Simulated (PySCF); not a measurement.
C4H5BO2.
Numbering: `[CH:1]#[C:2]/[CH:3]=[CH:4]\[B:5]([OH:6])[OH:7]` (hydrogens: H8 on C1; H9 on C3; H10 on C4; H11 on O6; H12 on O7)

Computed by this run: PBE0-D3(BJ)/def2-SVP geometry optimisation, gas phase (PySCF 2.14.0); density fitting, grid level 1; the optimiser is geomeTRIC in internal coordinates, started from a GFN2-xTB structure with every atom displaced at random (about 0.01 Å).

Step 1: E = -8983.6481 eV
```
atom  x, y, z in Å  |  force x, y, z in eV/Å
C1      2.1404   -0.6572    1.2937    0.707  -0.044   0.125
C2      1.6021    0.2786    0.7326   -0.405  -0.164   0.082
C3      0.7984    1.2802    0.1193   -0.518  -0.125  -0.267
C4     -0.4546    1.0451   -0.3562    0.569   0.042   0.307
B5     -1.2153   -0.3305   -0.3031   -0.195  -0.012  -0.084
O6     -2.4836   -0.3452   -0.8022    0.097   0.051   0.027
O7     -0.7019   -1.4779    0.2028   -0.001  -0.087   0.021
H8      2.7704   -1.3960    1.7719   -0.270   0.100  -0.098
H9      1.2460    2.2754    0.0563    0.034   0.119  -0.028
H10    -0.9852    1.8986   -0.7847   -0.005   0.088  -0.068
H11    -2.8733   -1.2230   -0.7213   -0.005  -0.010  -0.003
H12     0.1973   -1.3764    0.5465   -0.009   0.042  -0.014
```

Step 2: E = -8983.6554 eV
```
atom  x, y, z in Å  |  force x, y, z in eV/Å
C1      2.2671   -0.6009    1.3293    0.405   0.179  -0.056
C2      1.6544    0.2848    0.7598   -0.534  -0.405   0.067
C3      0.7986    1.2380    0.1352   -0.108   0.055  -0.126
C4     -0.4484    1.0024   -0.3406    0.263   0.010   0.185
B5     -1.2610   -0.3456   -0.3188   -0.052   0.148  -0.064
O6     -2.5195   -0.2943   -0.8368    0.081  -0.039   0.044
O7     -0.8022   -1.5218    0.1746    0.187  -0.086   0.092
H8      2.9417   -1.2916    1.8096   -0.177  -0.002  -0.028
H9      1.2231    2.2447    0.0582    0.021   0.083  -0.019
H10    -0.9589    1.8706   -0.7681   -0.014   0.033  -0.055
H11    -2.9494   -1.1551   -0.7787   -0.016  -0.003  -0.008
H12     0.0952   -1.4596    0.5318   -0.055   0.026  -0.031
```

Question: Estimate the geometry and energy of step 3. (The exact step hangs on the optimiser's Hessian estimate; all steps are aligned on step 2, rigid shifts and turns removed.)

Answer: E = -8983.6823 eV, largest force 0.530 eV/Å
```
atom  x, y, z in Å  |  force x, y, z in eV/Å
C1      2.2425   -0.6273    1.3091   -0.005   0.467  -0.252
C2      1.6018    0.2523    0.7584   -0.150  -0.301   0.155
C3      0.7790    1.2404    0.1386    0.395   0.185   0.044
C4     -0.4580    1.0262   -0.3434   -0.274  -0.012  -0.081
B5     -1.2494   -0.3327   -0.3108   -0.037   0.009  -0.030
O6     -2.5031   -0.3204   -0.8364   -0.013  -0.026   0.009
O7     -0.7597   -1.4900    0.2032    0.008   0.015   0.008
H8      2.8985   -1.3336    1.7766    0.013  -0.164   0.083
H9      1.2290    2.2410    0.0626    0.009  -0.090   0.033
H10    -0.9600    1.8936   -0.7908    0.026  -0.066   0.024
H11    -2.9134   -1.1904   -0.7715   -0.003   0.009  -0.006
H12     0.1332   -1.3875    0.5600    0.032  -0.025   0.013
```

The energy changes by -0.0270 eV. The first-order estimate −F·Δx gives -0.0464 eV and the mean of the old and new forces, exact on a quadratic surface, -0.0273 eV. The step makes an angle of 73° with the force vector and moves no atom by more than 0.086 Å.

What follows is the cost of the whole optimisation. The run took 79 s of wall time on an Arm Neoverse N1 with one thread, shared host, and the process peaked at 0.51 GiB of memory.
